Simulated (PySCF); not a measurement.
# Electronic structure of Ne²⁺ (neon, charge +2) at the UHF level

Configuration: [He] 2s2 2p4, high-spin 3P determinant. Calculation: PySCF 2.14, in def2-TZVP; the non-relativistic Hamiltonian (point nucleus).

| Item | Value |
| --- | --- |
| Total energy | -126.374823 hartree |
| One-electron energy | -166.5814 hartree |
| Hartree (Coulomb) energy | 51.3255 hartree |
| Exchange energy | -11.1189 hartree |
| Kinetic energy | 126.43450 hartree |
| ⟨S²⟩ | 2.0035 |
| ⟨L²⟩ | 2.007 |
| Sum of ⟨r⟩ | 5.193 bohr |
| Sum of ⟨r²⟩ | 4.964 bohr² |
| Traceless quadrupole moment −½Σ⟨3z² − r²⟩ along its main axis | -0.350 e·bohr² |
| Density at the nucleus (Gaussians lack the cusp) | 609 bohr⁻³ |
| Spin density at the nucleus | 0.0833 bohr⁻³ |
| Langevin diamagnetic susceptibility | -3.93 ×10⁻⁶ cm³/mol |
| Time after the integrals | 0.29 s of wall time on 1 thread of Neoverse-V1 (shared host) |

| shell | electrons | mean orbital energy (eV) | spread (eV) | rms radius, mean of both spins (bohr) |
| --- | --- | --- | --- | --- |
| 1s α | 1 | -944.19 | 0 | 0.183 |
| 1s β | 1 | -940.44 | 0 | 0.183 |
| 2s α | 1 | -99.201 | 0 | 0.906 |
| 2s β | 1 | -86.450 | 0 | 0.906 |
| 2p α | 3 | -70.111 | 3.886 | 0.902 |
| 2p β | 1 | -64.141 | 0 | 0.902 |
